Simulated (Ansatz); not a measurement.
Basis-set extrapolation for C2H10Si3 (`[SiH3]C=C([SiH3])[SiH3]`) (PBE0-D4/def2-TZVP geometry, frozen core, the Gaussian-basis code of Ansatz). Multiplicity 1, RHF reference.

```json
{"": "HF", "def2-TZVPP": "-948.383727", "def2-QZVPP": "-948.414400"}
{"": "MP2 correlation", "def2-TZVPP": "-0.706642", "def2-QZVPP": "-0.754351"}
{"": "CCSD(T) correlation", "def2-TZVPP": "-0.816009", "def2-QZVPP": "not run"}
```

Energies in hartree. Use E(X) = E(∞) + A·exp(−7.88·√X) for Hartree–Fock and E(X) = E(∞) + B·X^(−2.97) for correlation, with X = 3 and 4, and add CCSD(T) minus MP2 of the smaller set to the MP2 limit.

Q: What is the CCSD(T) energy at the basis-set limit?

A: HF limit: -948.414400 + (-0.030673) × 0.13774 = -948.41862. MP2 limit: -0.754351 + (-0.047709) × 0.74074 = -0.78969. Higher-order term: -0.816009 − (-0.706642) = -0.10937. Total: -949.31768 hartree, 309.7 kJ/mol below CCSD(T)/def2-TZVPP.
